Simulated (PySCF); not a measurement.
**Continuum solvent and chemical shifts**

Bonds (- single, = double, # triple, : aromatic): F1-C2, C2-F3, C2-F4, C2-C5, C5-F6, C5-F7, C5-C8, C8-C9, C9-Si10, Si10-C11, C11-C8. C8 carries H12; C9 carries H13, H14; Si10 carries H15, H16; C11 carries H17, H18. H13, H16, H18 are cis to C5 on the ring; H14, H15, H17 are trans to C5 on the ring.

GIAO PBE0/pcSseg-1 in PySCF on one PBE0-D3(BJ)/def2-SVP conformer, non-relativistic, equivalent nuclei averaged. Solvents enter as an IEF-PCM continuum (acetone with ε = 20.5, water with ε = 78.4) around the gas-phase geometry. Shifts are referred to CFCl3, TMS computed in the same medium.

Gas phase, δ in ppm: F1/F3/F4 -96.2, F6/F7 -146.9, C2 125.5, C5 117.7, C8 37.0, C9/C11 10.0, Si10 -34.4, H16 4.75, H15 4.71, H12 2.80, H13/H18 1.53, H14/H17 1.18. Dipole moment 2.24 D.

(1) How does each δ change in the continuum?

(2) Which of the listed nuclei move most (in ppm), and what does the model miss?

Results:

(1) 
```json
{"atoms": "F1/F3/F4", "environment": "fluorine of a CF3 group", "Δδ, acetone": "+2.2", "Δδ, water": "+2.3"}
{"atoms": "F6/F7", "environment": "fluorine of a CF2 group", "Δδ, acetone": "+1.3", "Δδ, water": "+1.4"}
{"atoms": "C2", "environment": "CF3 carbon", "Δδ, acetone": "+1.1", "Δδ, water": "+1.2"}
{"atoms": "C5", "environment": "fully substituted sp3 carbon bonded to 2 F", "Δδ, acetone": "+1.8", "Δδ, water": "+1.9"}
{"atoms": "C8", "environment": "sp3 CH in a ring", "Δδ, acetone": "+0.6", "Δδ, water": "+0.6"}
{"atoms": "C9/C11", "environment": "sp3 CH2 bonded to Si", "Δδ, acetone": "+0.9", "Δδ, water": "+0.9"}
{"atoms": "Si10", "environment": "silicon bonded to 2 C, 2 H, in a 4-membered ring", "Δδ, acetone": "+0.5", "Δδ, water": "+0.6"}
{"atoms": "H16", "environment": "hydrogen on a silicon bonded to 2 C, in a 4-membered ring", "Δδ, acetone": "-0.05", "Δδ, water": "-0.05"}
{"atoms": "H15", "environment": "hydrogen on a silicon bonded to 2 C, in a 4-membered ring", "Δδ, acetone": "-0.06", "Δδ, water": "-0.07"}
{"atoms": "H12", "environment": "hydrogen on an sp3 CH in a ring", "Δδ, acetone": "+0.24", "Δδ, water": "+0.26"}
{"atoms": "H13/H18", "environment": "hydrogen on an sp3 CH2 bonded to Si", "Δδ, acetone": "+0.04", "Δδ, water": "+0.04"}
{"atoms": "H14/H17", "environment": "hydrogen on an sp3 CH2 bonded to Si", "Δδ, acetone": "+0.08", "Δδ, water": "+0.08"}
```

Changes are relative to the gas phase. The dipole moment becomes 2.60 D in acetone, 2.62 D in water.

(2) F1/F3/F4 (fluorine of a CF3 group, +2.3 ppm) in water. A continuum only polarises the solute; specific hydrogen bonds, the anisotropy of aromatic solvents and changes of geometry or conformer are outside it.
